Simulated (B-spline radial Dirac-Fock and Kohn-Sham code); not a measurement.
Zr²⁺: non-radiative channels of the M2 vacancy

System: the Zr²⁺ ion in the configuration [Kr] 4d2, inside a Watson sphere of charge -2 and radius 1.6 Å (a model of the Madelung potential; inside it an electron's potential energy is raised by 18.0 eV).

Calculated with a B-spline atomic structure program, using one-electron (LDA, Dirac) transition rates at Dirac-Fock energies. Kinetic energies are configuration averages from the vacuum level; the two-hole energies are estimated from single-hole states.

| transition | kinetic energy (eV) | width (meV) | share (%) |
| --- | --- | --- | --- |
| M2-M4N1 | 85.05 | 479 | 17.6 |
| M2-M5N1 | 87.44 | 77.8 | 2.9 |
| M2-M4N2 | 112.2 | 479 | 17.6 |
| M2-M4N3 | 114.1 | 742 | 27.3 |
| M2-M5N2 | 114.5 | 669 | 24.6 |
| M2-M5N3 | 116.6 | 73.2 | 2.7 |
| M2-M4N4 | 148.5 | 20.2 | 0.7 |
| M2-M4N5 | 148.5 | 15.7 | 0.6 |
| M2-N1N2 | 242.0 | 32.1 | 1.2 |
| M2-N2N2 | 266.1 | 20.3 | 0.7 |
| M2-N2N3 | 269.0 | 65.7 | 2.4 |
| M2-N2N5 | 301.9 | 13.4 | 0.5 |

Coster-Kronig rates are the weakest part of this model and often come out 1.5 to 2.5 times too large. The listed channels hold 99 % of the non-radiative rate. Summed by principal shells, of 2.72 eV in all: MMN 94.5 %, MNN 5.5 %.
